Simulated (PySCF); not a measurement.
HO₄Re, SMILES [O]=[Re](=[O])(=[O])[OH] (connectivity only; charge and spin as stated), charge -1, multiplicity 2.

Geometry: PBE-D3(BJ)/def2-SVPD. A frequency run showed that this geometry is not a minimum. The multiplicity is an assumed one; no other spin state was optimised. The isomer is the one that the SMILES or the coordinates give; other isomers of the formula were not compared. The def2 effective core potentials stand for the cores of Re; spin–orbit coupling is left out. The values are those of a single conformer.

Two levels are set side by side: PBE/def2-SVPD (PySCF) and M06-2X/def2-SVPD (PySCF). Same geometry, gas phase. Differences are taken from unrounded values.

| quantity | M06-2X | PBE | PBE minus M06-2X |
|---|---|---|---|
| α-spin orbital gap (eV) | 5.86 | 1.23 | -4.63 |
| β-spin orbital gap (eV) | 8.28 | 3.75 | -4.53 |
| mean polarisability (bohr³) | 61.6 | 73.1 | 11.5 |

PBE's more diffuse valence density responds more strongly to a field. Differences between two approximate levels are no errors against the true value.

Rough cost on one machine, each run with all the roots and properties that it gave: M06-2X against PBE within a factor of 2.
